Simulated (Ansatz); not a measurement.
Consider the ligand exchange at a B–O bond: `[SiH3]BOCS` + CH₃OH → `COB[SiH3]` + `OCS`.

Gas-phase electronic energies from Ansatz, PBE0-D4/def2-TZVP geometries. CCSD(T)/CBS is the MP2 limit (def2-TZVPP, def2-QZVPP) plus CCSD(T) − MP2 in def2-TZVPP, frozen cores. This one scheme is used for every species. Each species was taken in one conformer, which may not be the lowest.

| species | CCSD(T)/CBS(def2) energy (Eh) |
| --- | --- |
| `[SiH3]BOCS` | -829.09095 |
| CH₃OH | -115.61712 |
| `COB[SiH3]` | -431.31805 |
| `OCS` | -513.38917 |

Problem. Work out ΔE.

Solution. ΔE = (-431.31805) + (-513.38917) − (-829.09095) − (-115.61712) = 0.00085 Eh = +2.2 kJ/mol.

Largest T1 diagnostic among the species: 0.014.
